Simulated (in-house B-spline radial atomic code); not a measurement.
## Ionising Ge4+ with different functionals

Computed with an all-electron radial atomic-structure program (B-spline basis): non-relativistic Hamiltonian, point nucleus, spin-polarised at highest spin, spherical fractional occupations for the functionals, and exact exchange of hybrids averaged over the configuration. The ionisation energy is the difference of two self-consistent energies, [Ar] 3d10 → [Ar] 3d9, without Breit or QED terms; ε is the level of the shell that loses the electron (its least bound occupied spin orbital). There is no spin-orbit coupling in this Hamiltonian.

| method | rung | ΔSCF (eV) | -ε(3d) (eV) |
| --- | --- | --- | --- |
| PBE0 | global hybrid | 90.99 | 82.47 |
| B3LYP | global hybrid | 91.18 | 81.84 |
| TPSSh | global hybrid | 91.02 | 80.03 |
| M06-2X | global hybrid | ? | ? |
| BHandHLYP | global hybrid | 90.72 | 86.37 |
| r2SCAN0 | global hybrid | 91.38 | 82.94 |
| B97-1 | global hybrid | 91.00 | 81.82 |
| HSE06 | range-separated hybrid | 90.95 | 82.01 |
| wB97X | range-separated hybrid | 90.70 | 84.39 |
| CAM-B3LYP | range-separated hybrid | 91.14 | 83.86 |
| LC-wPBE | range-separated hybrid | ? | ? |

**Question.** What does LC-wPBE give?

**Answer.** ΔSCF 91.15 eV, and -ε(3d) = 84.24 eV.

**Question.** What does M06-2X give?

**Answer.** ΔSCF 90.54 eV, and -ε(3d) = 86.81 eV.

**Question.** Among the functionals, which spreads more, the ΔSCF values or the orbital energies?

**Answer.** The orbital energies: ΔSCF values span about 0.84 eV and the orbital energies 6.78 eV; here energy differences depend much less on the functional than eigenvalues do.

**Question.** How do they compare with the NIST value?

**Answer.** NIST lists 90.50 eV ± 0.019 (measured, ground level to ground level). Errors run from +0.04 to +0.88 eV; M06-2X is closest (+0.04 eV), but part of that can be cancellation, since the calculations leave out relativity, Breit-QED terms, multiplet and fine-structure energies.
